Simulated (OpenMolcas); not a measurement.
## Te V: effect of correlating more closed shells

```json
{
 "Program": "OpenMolcas 26.06",
 "Basis": "ANO-R3 [8s7p5d4f3g2h]",
 "Scalar Hamiltonian": "X2C, finite nucleus",
 "Active space": "2 electrons in 4 orbitals (5s 5p)",
 "State averaging": "2S+1 = 3 even, 3 roots; 2S+1 = 1 even, 7 roots; 2S+1 = 3 odd, 3 roots; 2S+1 = 1 odd, 3 roots",
 "Spin-orbit coupling": "RASSI with atomic mean-field integrals over the reference wave functions, term energies averaged over their components"
}
```

Methods on the same reference wave functions:
A. CASSCF
B. MS-CASPT2, IPEA 0.25 Eh, imaginary shift 0.1 Eh (closed shells correlated: none)
C. MS-CASPT2, IPEA 0.25 Eh, imaginary shift 0.1 Eh (closed shells correlated: 4d)

Energies in eV above 5s2 1S0, the measured ground level; measured values from Moore, Atomic Energy Levels, vol. III, NSRDS-NBS 35 (1971 reprint of NBS Circular 467, 1958).

| Level | A | B | C | Measured |
| --- | --- | --- | --- | --- |
| 5s2 1S0 | 0.0000 | 0.0000 | 0.0000 | 0.0000 |
| 5s 5p 3P* 0 | 8.7910 | 8.831 | 9.483 |  |
| 5s 5p 3P* 1 | 9.1256 | 9.159 | 9.795 |  |
| 5s 5p 3P* 2 | 9.9278 | 9.968 | 10.620 |  |
| 5s 5p 1P* 1 | 14.8838 | 14.133 | 13.638 | 13.8499 |
| 5p2 3P0 | 21.7345 | 21.704 | 22.078 | 21.8520 |
| 5p2 3P1 | 22.2936 | 22.309 | 22.709 | 22.6171 |
| 5p2 1S0 | 27.3623 | 26.347 | 26.389 |  |

Deviations, from unrounded energies. A percentage is the sum of absolute deviations over the sum of measured energies, with the sign that they share, or ± where signs differ.

```
           Against measurement  Levels     A     B     C
mean absolute deviation (cm-1)       3  4000  2000  1400
      other configurations (%)       3  ±2.5  ±1.3  ±0.9
```

C lies closest to measurement on these levels and A furthest from it. The largest miss of C in the table is 5p2 3P0, by +1800 cm-1. The ranking rests on the paired levels alone, and a cruder setting can come out closer through cancelling errors.

Between B and C the level of the table that moves most is 5s 5p 3P* 0, by 5300 cm-1 (lowest in B, highest in C). Moves below CASPT2's spread within the term are not significant.

The lowest spin-free term lies below A's lowest term by 0.006 hartree in B, 0.499 hartree in C.

What an inner shell adds also hangs on whether the basis holds functions to correlate it.

Over all roots computed the reference weight is 0.94 to 1.00 in B, 0.89 to 0.95 in C; the roots of lowest weight are the least certain, and an intruder state may touch them. The ¹D term of p² mixes with s d, which this space lacks. Computed and measured levels are paired by configuration, term and J; levels that our copy of the source lacks, or whose pairing is in doubt (as where it misses far off the trend of its configuration), stay unpaired and out of the deviations. Only configurations of the active space appear. Levels that lie high or do not pair safely by name in every column are left out.

* marks odd parity.
